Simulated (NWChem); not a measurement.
System: MnBrCl, sextet; SMILES [Br][Mn][Cl]

Input file for NWChem:

```
start job
memory heap 200 mb stack 900 mb global 1100 mb
geometry units angstroms noautoz
  Mn    -0.014018     0.521091     0.000000
  Cl    -0.085662     2.706508     0.000000
  Br     0.062639    -1.807786     0.000000
end
basis spherical
  Mn library 6-31g*
  Cl library 6-31g*
  Br library 6-31g*
end
dft
  odft
  mult 6
  xc xpbe96 cpbe96
  iterations 150
  mulliken
end
task dft energy
```

Parts of the log:

```
             Northwest Computational Chemistry Package (NWChem) 7.3.0
             --------------------------------------------------------

 ORDER OF PRIMARY AXIS IS BEING SET TO 4
 C4V symmetry detected

                             Geometry "geometry" -> ""
                             -------------------------

 Output coordinates in angstroms (scale by  1.889725989 to convert to a.u.)

  No.       Tag          Charge          X              Y              Z
 ---- ---------------- ---------- -------------- -------------- --------------
    1 Mn                  25.0000     0.00000000     0.00000000     0.57639990
    2 Cl                  17.0000     0.00000000     0.00000000     2.76299092
    3 Br                  35.0000     0.00000000     0.00000000    -1.75373837

 Effective nuclear repulsion energy (a.u.)     371.2777255978

      Symmetry information
      --------------------

 Group name             C4v
 Group number             18
 Group order               8
 No. of unique centers     3

  pbe96 is a nonlocal functional; adding pw91lda local functional.

                                 NWChem DFT Module
                                 -----------------

 Summary of "ao basis" -> "ao basis" (spherical)
 ------------------------------------------------------------------------------
       Tag                 Description            Shells   Functions and Types
 ---------------- ------------------------------  ------  ---------------------
 Mn                          6-31g*                 12       34   5s4p2d1f
 Cl                          6-31g*                  8       18   4s3p1d
 Br                          6-31g*                 12       32   5s4p3d

      Symmetry analysis of basis
      --------------------------

        a1         32
        a2          0
        b1          7
        b2          7
        e          38

            General Information
            -------------------
          SCF calculation type: DFT
          Wavefunction type:  spin polarized.
          No. of atoms     :     3
          No. of electrons :    77
           Alpha electrons :    41
            Beta electrons :    36
          Charge           :     0
          Spin multiplicity:     6
          Use of symmetry is: on ; symmetry adaption is: on
          Maximum number of iterations: 150
          AO basis - number of functions:    84
                     number of shells:    32
          Convergence on energy requested:  1.00D-06
          Convergence on density requested:  1.00D-05
          Convergence on gradient requested:  5.00D-04

              XC Information
              --------------
          PerdewBurkeErnzerhof Exchange Functional  1.000
            Perdew 1991 LDA Correlation Functional  1.000 local
           PerdewBurkeErnz. Correlation Functional  1.000 non-local

             Grid Information
             ----------------
          Grid used for XC integration:  medium
          Radial quadrature: Mura-Knowles
          Angular quadrature: Lebedev.
          Tag              B.-S. Rad. Rad. Pts. Rad. Cut. Ang. Pts.
          ---              ---------- --------- --------- ---------
          Mn                  1.40      112           9.0       590
          Cl                  1.00       88          12.0       590
          Br                  1.15      112          11.0       590
          Grid pruning is: on
          Number of quadrature shells:   312
          Spatial weights used:  Erf1

      Superposition of Atomic Density Guess
      -------------------------------------

 Sum of atomic energies:       -4181.03355239

      Non-variational initial energy
      ------------------------------

 Total energy =   -4180.395057
 1-e energy   =   -6542.004393
 2-e energy   =    1990.331610
 HOMO         =      -0.144481
 LUMO         =      -0.144175

 !!!!!!!!!!!!!!!!!!!!!!!!!!!!!!!!!!!!!!!!!!!!!!!!!!!!!!!!!!!!!!!!!!!!!!
 Warning - the HOMO and LUMO are degenerate and you are using symmetry.
 This can lead to non-variational energies and poor convergence.
 Modify the initial guess, or use an open-shell wavefunction, or turn
 off symmetry.
 !!!!!!!!!!!!!!!!!!!!!!!!!!!!!!!!!!!!!!!!!!!!!!!!!!!!!!!!!!!!!!!!!!!!!!

   Symmetry analysis of molecular orbitals - initial alpha
   -------------------------------------------------------

 !! scf_movecs_sym_adapt:   14 vectors were symmetry contaminated

  Symmetry fudging

 !! scf_movecs_sym_adapt:    8 vectors were symmetry contaminated

  Numbering of irreducible representations:

     1 a1          2 a2          3 b1          4 b2          5 e

  Orbital symmetries:

     1 a1          2 a1          3 a1          4 a1          5 a1
     6 e           7 e           8 a1          9 a1         10 e
    11 e          12 a1         13 a1         14 a1         15 e
    16 e          17 a1         18 e          19 e          20 a1
    21 a1         22 e          23 e          24 b1         25 b2
    26 a1         27 e          28 e          29 a1         30 a1
    31 a1         32 e          33 e          34 a1         35 e
    36 e          37 a1         38 b1         39 b2         40 e
    41 e          42 a1         43 e          44 e          45 a1
    46 a1         47 e          48 e          49 a1         50 e
    51 e

   Symmetry analysis of molecular orbitals - initial beta
   ------------------------------------------------------

 !! scf_movecs_sym_adapt:   14 vectors were symmetry contaminated

  Symmetry fudging

 !! scf_movecs_sym_adapt:    8 vectors were symmetry contaminated

  Numbering of irreducible representations:

     1 a1          2 a2          3 b1          4 b2          5 e

  Orbital symmetries:

     1 a1          2 a1          3 a1          4 a1          5 a1
     6 e           7 e           8 a1          9 a1         10 e
    11 e          12 a1         13 a1         14 a1         15 e
    16 e          17 a1         18 e          19 e          20 a1
    21 a1         22 e          23 e          24 b1         25 b2
    26 a1         27 e          28 e          29 a1         30 a1
    31 a1         32 e          33 e          34 a1         35 e
    36 e          37 a1         38 b1         39 b2         40 e
    41 e          42 a1         43 e          44 e          45 a1
    46 a1         47 e          48 e          49 a1         50 e
    51 e

     ---------------------------------------------
      Total Density - Mulliken Population Analysis
     ---------------------------------------------

    Atom       Charge   Shell Charges
 -----------   ------   -------------------------------------------------------
    1 Mn  25    23.80   2.00  2.00  6.00  2.00  6.00  0.49  0.19  0.30  0.01  2.80  2.00  0.00
    2 Cl  17    17.62   2.00  2.00  5.98  1.38  3.79  0.56  1.89  0.01
    3 Br  35    35.58   2.00  2.00  6.00  2.00  5.99  1.56  4.01  0.38  1.63  6.97  2.93  0.12

     --------------------------------------------
      Spin Density - Mulliken Population Analysis
     --------------------------------------------

    Atom       Charge   Shell Charges
 -----------   ------   -------------------------------------------------------
    1 Mn  25     4.92   0.00  0.00  0.00 -0.00  0.00  0.17  0.00  0.27 -0.00  2.68  1.80 -0.00
    2 Cl  17     0.04   0.00  0.00  0.00  0.00  0.04 -0.01  0.00  0.00
    3 Br  35     0.04   0.00  0.00  0.00 -0.00  0.00  0.00  0.05 -0.02 -0.00  0.00 -0.00  0.01

   convergence    iter        energy       DeltaE   RMS-Dens  Diis-err
 ---------------- ----- ----------------- --------- --------- ---------
 d= 0,ls=0.0,diis     1  -4184.0357550723 -4.56D+03  1.61D-02  6.51D-01
                                                     2.97D-02  1.74D-01
 d= 0,ls=0.0,diis     2  -4174.1238412851  9.91D+00  9.85D-03  2.16D+01
                                                     2.88D-02  2.05D+01
 d= 0,ls=0.0,diis     3  -4184.2067636247 -1.01D+01  1.55D-03  1.19D-02
                                                     1.25D-03  1.07D-02
 d= 0,ls=0.0,diis     4  -4184.2090632353 -2.30D-03  8.70D-04  2.71D-03
                                                     9.35D-04  3.08D-03
 d= 0,ls=0.0,diis     5  -4184.2107082046 -1.64D-03  2.84D-04  5.64D-04
                                                     2.68D-04  5.11D-04
  Resetting Diis
 d= 0,ls=0.0,diis     6  -4184.2110122070 -3.04D-04  8.35D-05  3.16D-05
                                                     8.19D-05  2.08D-05
 d= 0,ls=0.0,diis     7  -4184.2110243453 -1.21D-05  8.21D-05  6.46D-06
                                                     8.47D-05  5.81D-06

 !! scf_movecs_sym_adapt:    2 vectors were symmetry contaminated

  Symmetry fudging
 d= 0,ls=0.0,diis     8  -4184.2110156960  8.65D-06  5.11D-05  2.09D-05
                                                     5.33D-05  1.95D-05
 d= 0,ls=0.0,diis     9  -4184.2110281703 -1.25D-05  4.61D-06  3.09D-07
                                                     5.69D-06  2.05D-07
 d= 0,ls=0.0,diis    10  -4184.2110282991 -1.29D-07  1.58D-06  2.35D-08
                                                     1.50D-06  1.24D-08

         Total DFT energy =    -4184.211028299052
      One electron energy =    -6543.958422281106
           Coulomb energy =     2159.429701704637
    Exchange-Corr. energy =     -170.960033320374
 Nuclear repulsion energy =      371.277725597791

 Numeric. integr. density =       76.999999947653

                  Occupations of the irreducible representations
                  ----------------------------------------------

                     irrep           alpha         beta
                     --------     --------     --------
                     a1               19.0         18.0
                     a2                0.0          0.0
                     b1                2.0          1.0
                     b2                2.0          1.0
                     e                18.0         16.0

                    DFT Final Alpha Molecular Orbital Analysis
                    ------------------------------------------

 Vector   39  Occ=1.000000D+00  E=-2.782778D-01  Symmetry=a1
              MO Center= -5.7D-16, -5.8D-15,  5.6D-01, r^2= 2.2D+00
   Bfn.  Coefficient  Atom+Function         Bfn.  Coefficient  Atom+Function
  ----- ------------  ---------------      ----- ------------  ---------------
    10      0.535364  1 Mn s                 20      0.512534  1 Mn d  0
    25      0.312845  1 Mn d  0              65     -0.189194  3 Br pz
    43      0.187110  2 Cl pz                 6     -0.186037  1 Mn s
    14     -0.129108  1 Mn s                 66      0.118519  3 Br s
    44      0.112690  2 Cl s                 61      0.092057  3 Br pz

 Vector   40  Occ=1.000000D+00  E=-2.458948D-01  Symmetry=e
              MO Center= -2.1D-16,  2.3D-16, -5.6D-02, r^2= 4.5D+00
   Bfn.  Coefficient  Atom+Function         Bfn.  Coefficient  Atom+Function
  ----- ------------  ---------------      ----- ------------  ---------------
    63      0.551583  3 Br px                21     -0.423323  1 Mn d  1
    41     -0.361293  2 Cl px                59     -0.248022  3 Br px
    67      0.247062  3 Br px                26     -0.244680  1 Mn d  1
    45     -0.194772  2 Cl px                37      0.140818  2 Cl px
    55      0.074444  3 Br px

 Vector   41  Occ=1.000000D+00  E=-2.458948D-01  Symmetry=e
              MO Center= -2.0D-16, -3.2D-17, -5.6D-02, r^2= 4.5D+00
   Bfn.  Coefficient  Atom+Function         Bfn.  Coefficient  Atom+Function
  ----- ------------  ---------------      ----- ------------  ---------------
    64      0.551583  3 Br py                19      0.423323  1 Mn d -1
    42     -0.361293  2 Cl py                60     -0.248022  3 Br py
    68      0.247062  3 Br py                24      0.244680  1 Mn d -1
    46     -0.194772  2 Cl py                38      0.140818  2 Cl py
    56      0.074444  3 Br py

 Vector   42  Occ=0.000000D+00  E=-7.388708D-02  Symmetry=a1
              MO Center= -1.4D-16,  9.3D-16,  4.6D-01, r^2= 5.5D+00
   Bfn.  Coefficient  Atom+Function         Bfn.  Coefficient  Atom+Function
  ----- ------------  ---------------      ----- ------------  ---------------
    14      0.799968  1 Mn s                 10     -0.502009  1 Mn s
    65     -0.339721  3 Br pz                20      0.325341  1 Mn d  0
    69     -0.324647  3 Br pz                43      0.295872  2 Cl pz
    47      0.285670  2 Cl pz                44     -0.268730  2 Cl s
    66     -0.250267  3 Br s                 62      0.222326  3 Br s

 Vector   43  Occ=0.000000D+00  E=-3.886831D-02  Symmetry=e
              MO Center= -4.9D-16, -3.3D-16,  5.8D-01, r^2= 6.9D+00
   Bfn.  Coefficient  Atom+Function         Bfn.  Coefficient  Atom+Function
  ----- ------------  ---------------      ----- ------------  ---------------
    15      0.740656  1 Mn px                11      0.412627  1 Mn px
    63     -0.221353  3 Br px                41     -0.202210  2 Cl px
    67     -0.195912  3 Br px                45     -0.191034  2 Cl px
    16      0.152816  1 Mn py                59      0.093140  3 Br px
    12      0.085136  1 Mn py                37      0.075064  2 Cl px

 Vector   44  Occ=0.000000D+00  E=-3.886831D-02  Symmetry=e
              MO Center=  2.4D-15, -1.3D-14,  5.8D-01, r^2= 6.9D+00
   Bfn.  Coefficient  Atom+Function         Bfn.  Coefficient  Atom+Function
  ----- ------------  ---------------      ----- ------------  ---------------
    16      0.740656  1 Mn py                12      0.412627  1 Mn py
    64     -0.221353  3 Br py                42     -0.202210  2 Cl py
    68     -0.195912  3 Br py                46     -0.191034  2 Cl py
    15     -0.152816  1 Mn px                60      0.093140  3 Br py
    11     -0.085136  1 Mn px                38      0.075064  2 Cl py

                     DFT Final Beta Molecular Orbital Analysis
                     -----------------------------------------

 Vector   34  Occ=1.000000D+00  E=-2.908220D-01  Symmetry=e
              MO Center=  2.8D-15,  1.1D-15,  2.5D+00, r^2= 1.9D+00
   Bfn.  Coefficient  Atom+Function         Bfn.  Coefficient  Atom+Function
  ----- ------------  ---------------      ----- ------------  ---------------
    41      0.621379  2 Cl px                45      0.363465  2 Cl px
    37     -0.246418  2 Cl px                42     -0.244429  2 Cl py
    46     -0.142975  2 Cl py                21     -0.134010  1 Mn d  1
    26     -0.110023  1 Mn d  1              63     -0.109501  3 Br px
    38      0.096932  2 Cl py                67     -0.076318  3 Br px

 Vector   35  Occ=1.000000D+00  E=-2.719976D-01  Symmetry=e
              MO Center=  3.3D-16,  2.1D-15, -1.4D+00, r^2= 2.4D+00
   Bfn.  Coefficient  Atom+Function         Bfn.  Coefficient  Atom+Function
  ----- ------------  ---------------      ----- ------------  ---------------
    64      0.701594  3 Br py                68      0.330656  3 Br py
    60     -0.318853  3 Br py                63     -0.169785  3 Br px
    42      0.139628  2 Cl py                19     -0.096777  1 Mn d -1
    56      0.095797  3 Br py                67     -0.080019  3 Br px
    24     -0.077941  1 Mn d -1              59      0.077162  3 Br px

 Vector   36  Occ=1.000000D+00  E=-2.719976D-01  Symmetry=e
              MO Center= -1.2D-15, -1.4D-16, -1.4D+00, r^2= 2.4D+00
   Bfn.  Coefficient  Atom+Function         Bfn.  Coefficient  Atom+Function
  ----- ------------  ---------------      ----- ------------  ---------------
    63      0.701594  3 Br px                67      0.330656  3 Br px
    59     -0.318853  3 Br px                64      0.169785  3 Br py
    41      0.139628  2 Cl px                21      0.096777  1 Mn d  1
    55      0.095797  3 Br px                68      0.080019  3 Br py
    26      0.077941  1 Mn d  1              60     -0.077162  3 Br py

[...]
```

Level: PBE/6-31G* (spherical d), spin-unrestricted. The geometry was optimised at PBE0/def2-SVP, spin-unrestricted. The spin multiplicity was typed, not searched, and may not be the lowest. No stability test was run on the SCF state.
